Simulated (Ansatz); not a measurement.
Start from `[CH3][Zn][NH2]` and change one atom or group to get `[CH3][Zn][Br]`.

Ansatz, PBE0-D4/def2-TZVP geometries, multiplicity 1. Each molecule was computed in one conformer, which needn't be the lowest.

Scalar relativity is left out up to krypton.

```csv
property,`[CH3][Zn][NH2]`
LUMO energy (PBE0/def2-TZVPP) / eV,0.02
HOMO energy (ωB97M-V/def2-TZVPP) / eV,-8.99
size of the dipole moment (ωB97M-V/def2-TZVPP) / D,0.83
LUMO energy (B3LYP/def2-TZVPP) / eV,-0.29
HOMO–LUMO gap (ωB97M-V/def2-TZVPP) / eV,10.28
HOMO energy (B3LYP/def2-TZVPP) / eV,-6.36
```

Task: Give the same properties after the change, and the shifts. (Best estimate.)

Result: Ansatz gave: 
```csv
property,`[CH3][Zn][Br]`,shift
LUMO energy (PBE0/def2-TZVPP) / eV,-0.57,-0.59
HOMO energy (ωB97M-V/def2-TZVPP) / eV,-10.39,-1.40
size of the dipole moment (ωB97M-V/def2-TZVPP) / D,2.35,1.52
LUMO energy (B3LYP/def2-TZVPP) / eV,-0.88,-0.59
HOMO–LUMO gap (ωB97M-V/def2-TZVPP) / eV,11.29,1.01
HOMO energy (B3LYP/def2-TZVPP) / eV,-7.88,-1.52
```

With PBE0 the HOMO falls by 1.57 eV and the LUMO falls by 0.59 eV, so the gap widens by about 0.98 eV. PBE moves the HOMO by -1.64 eV and ωB97M-V by -1.40 eV. Dipoles are sizes alone; their direction can turn.

B3LYP here is the variant with VWN-RPA as its local correlation; programs differ in this.

Spin–orbit coupling is left out; it splits and shifts lone-pair levels of the heavy atoms by tenths of an eV.
